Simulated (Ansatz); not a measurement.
`[OH][SnH]([F])[Br]` and `[OH][Sn]([OH])([F])[Br]` differ in one atom or group.

Ansatz, PBE0-D4/def2-TZVP geometries, multiplicity 1. Each molecule was computed in one conformer, which needn't be the lowest.

Elements past krypton have def2 core potentials. Scalar relativity is left out up to krypton. Spin–orbit coupling is left out; it splits and shifts lone-pair levels of the heavy atoms by tenths of an eV.

```tsv
property	`[OH][SnH]([F])[Br]`
LUMO energy (ωB97M-V/def2-TZVPP) / eV	0.12
HOMO energy (PBE0/def2-TZVPP) / eV	-8.93
HOMO energy (PBE/def2-TZVPP) / eV	-7.54
LUMO energy (B3LYP/def2-TZVPP) / eV	-2.21
HOMO–LUMO gap (B3LYP/def2-TZVPP) / eV	6.45
LUMO energy (PBE0/def2-TZVPP) / eV	-1.87
```

What does the change do to each property? (Best estimate.)

Computed: 
```
                             property  `[OH][Sn]([OH])([F])[Br]`  shift
LUMO energy (ωB97M-V/def2-TZVPP) / eV                      -0.48  -0.60
   HOMO energy (PBE0/def2-TZVPP) / eV                      -9.19  -0.26
    HOMO energy (PBE/def2-TZVPP) / eV                      -7.77  -0.23
  LUMO energy (B3LYP/def2-TZVPP) / eV                      -2.84  -0.63
HOMO–LUMO gap (B3LYP/def2-TZVPP) / eV                       6.07  -0.38
   LUMO energy (PBE0/def2-TZVPP) / eV                      -2.50  -0.63
```

With PBE0 the HOMO falls by 0.26 eV and the LUMO falls by 0.63 eV, so the gap narrows by about 0.37 eV. PBE moves the HOMO by -0.23 eV and ωB97M-V by -0.28 eV. The zero-point energy changes by 16.4 kJ/mol with +3 modes.

B3LYP here is the variant with VWN-RPA as its local correlation; programs differ in this.

Positive LUMOs are unbound, so they and the gaps depend on the basis.
